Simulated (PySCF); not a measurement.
C₂H₇NSn, SMILES C[N](C)[SnH] (connectivity only; charge and spin as stated), neutral, multiplicity 1.

Geometry: B3LYP-D3(BJ)/def2-SVP. The structure was generated by enumeration; whether it is a known compound was not checked. The def2 effective core potentials stand for the cores of Sn; spin–orbit coupling is left out.

All values below come from PBE/def2-TZVP in PySCF.

Symmetry labels are those of the subgroup Cs that the program uses (full group Cs).

Computed valence orbital energies around the gap with their symmetry:
| orbital | symmetry | energy (eV) |
|---|---|---|
| HOMO−7 | A' | -10.96 |
| HOMO−6 | A" | -10.95 |
| HOMO−5 | A' | -9.96 |
| HOMO−4 | A" | -9.35 |
| HOMO−3 | A' | -8.90 |
| HOMO−2 | A' | -7.37 |
| HOMO−1 | A' | -5.44 |
| HOMO | A" | -5.29 |
| LUMO | A" | -2.67 |
| LUMO+1 | A' | -0.70 |
| LUMO+2 | A' | 0.48 |
| LUMO+3 | A' | 0.79 |
